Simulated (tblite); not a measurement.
Compound: C₄H₈FO₂Si (doublet state).
SMILES with atom numbers: `[CH2:1][C@H:2]([F:3])[C:4](=[O:5])[CH2:6][SiH2:7][OH:8]` (hydrogens: H9, H10 on C1; H11 on C2; H12, H13 on C6; H14, H15 on Si7; H16 on O8)

The geometry is computed with GFN2-xTB (gas phase). This method treats the open shell by occupation alone, without spin polarisation.

**Question.** List the bond lengths, angles and torsions at this level.

**Answer.** 
| bond | length (Å) |
| --- | --- |
| C1–C2 | 1.452 |
| C2–F3 | 1.374 |
| C2–C4 | 1.551 |
| C4=O5 | 1.218 |
| C4–C6 | 1.470 |
| C6–Si7 | 1.938 |
| Si7–O8 | 1.610 |
| C1–H9, C1–H10 | 1.071 |
| C2–H11 | 1.095 |
| C6–H12 | 1.088 |
| C6–H13 | 1.084 |
| Si7–H14 | 1.458 |
| Si7–H15 | 1.460 |
| O8–H16 | 0.965 |

Bonds in one row agree within 0.01 Å and their mean is given. A selection of angles:
| angle | degrees |
| --- | --- |
| C1–C2–F3 | 113.7 |
| C1–C2–C4 | 98.1 |
| F3–C2–C4 | 111.4 |
| C2–C4–O5 | 119.1 |
| C2–C4–C6 | 116.4 |
| O5–C4–C6 | 124.1 |
| C4–C6–Si7 | 107.1 |
| C6–Si7–O8 | 107.6 |
| H16–O8–Si7 | 118.8 |

Dihedral angles: C1–C2–C4–O5 -89° (synclinal); C2–C4–C6–Si7 -112° (anticlinal); C4–C6–Si7–O8 -35° (synclinal); H16–O8–Si7–C6 6° (synperiplanar).

C4 (carbon bonded to 2 C and O) is planar (angles 124.1°, 119.1° and 116.4°, sum 359.6°, 0.05 Å off the plane of its three neighbours). The C–C distances run from 1.452 Å (C1–C2, drawn single) to 1.551 Å (C2–C4, drawn single), a spread of 0.099 Å. C1 (carbon bonded to C and 2 H) is almost planar (angles 120.1°, 119.6° and 119.6°, sum 359.3°, 0.06 Å off the plane of its three neighbours). Si7 (silicon bonded to C, O and 2 H) is distorted tetrahedral (angles from 107.3° to 113.8°). Of the pairs four or more bonds apart, those above aside, F3···H13 is among the closest relative to their van der Waals radii: 2.35 Å, 88 % of the sum of Bondi's values. H16 on O8 lies 1.98 Å from O5, 5 bonds away (angle at H 135°; Bondi radii sum to 2.72 Å).

Point group: C1 (no symmetry element, even within 0.4 Å). Its GFN2-xTB frequencies are all real (lowest 45 cm⁻¹). Torsions: H–C1–C2–F3 28° and -161°, C1–C2–C4–O5 -89°, C2–C4–C6–Si7 -112°, C4–C6–Si7–O8 -35°, C6–Si7–O8–H 6°.

Time: 1.4 s wall. Hardware: Arm Neoverse V1, one thread, shared host. That covers the optimisation of the geometry.

One conformer stands for the species.
